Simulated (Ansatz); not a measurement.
The same ligand exchange along the group Si, Ge, Sn.

Computed with Ansatz on PBE0-D4/def2-TZVP structures; ΔE is electronic, products minus reactants. CCSD(T)/CBS is the MP2 limit (def2-TZVPP, def2-QZVPP) plus CCSD(T) − MP2 in def2-TZVPP, frozen cores. This one scheme is used for every species. DFT in def2-TZVPP. Elements past krypton have def2 core potentials. For Ge, I, Sn outer-core shells are correlated without core-valence functions, which leaves a few kJ/mol of doubt a bond. Scalar relativity is left out up to krypton.

```
                                                  reaction  CCSD(T)/CBS(def2) (kJ/mol)
                `F[Si](F)(F)I` + HI → `F[Si](F)(I)I` + H–F                          66
`[F][Ge]([F])([F])[I]` + HI → `[F][Ge]([F])([I])[I]` + H–F                         -26
`[F][Sn]([F])([F])[I]` + HI → `[F][Sn]([F])([I])[I]` + H–F                           ?
```

Fill in the missing values. (Estimate.)

Computed: `[F][Sn]([F])([F])[I]` + HI → `[F][Sn]([F])([I])[I]` + H–F: -72.4 kJ/mol.

Largest T1 diagnostic: 0.013, for `[F][Sn]([F])([F])[I]`.
